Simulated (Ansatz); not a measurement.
Z-matrix (Å, degrees):
```
C
Se 1 1.960
H 1 1.086 2 110.3
H 1 1.088 2 105.9 3 119.1
H 1 1.087 2 110.0 3 -121.9
Ga 2 2.300 1 99.6 3 54.5
Cl 6 2.153 2 115.6 1 -0.7
H 6 1.552 2 125.8 1 179.5
```

The species carries charge 0 and has multiplicity 1.

(1) List the r2SCAN/def2-TZVPP orbital energies in eV (Ansatz 0.2.0). (Estimate.)

Results:

(1) Computed: Occupied: -12334.28, -10123.09, -2753.05, -1574.93, -1412.17, -1412.14, -1412.11, -1245.26, -1101.69, -1101.61, -1101.58, -274.04, -254.43, -211.04, -192.95, -192.85, -192.82, -154.49, -154.38, -154.25, -148.86, -101.78, -101.59, -101.50, -54.84, -54.83, -54.73, -54.64, -54.63, -21.81, -21.36, -21.28, -21.22, -21.21, -20.33, -19.69, -16.40, -11.80, -11.02, -10.98, -9.48, -8.74, -8.23, -8.11, -7.29, -6.28. Lowest empty: -1.90, -1.27, -0.56, 1.19, 1.85, 2.33, 2.78, 3.35.
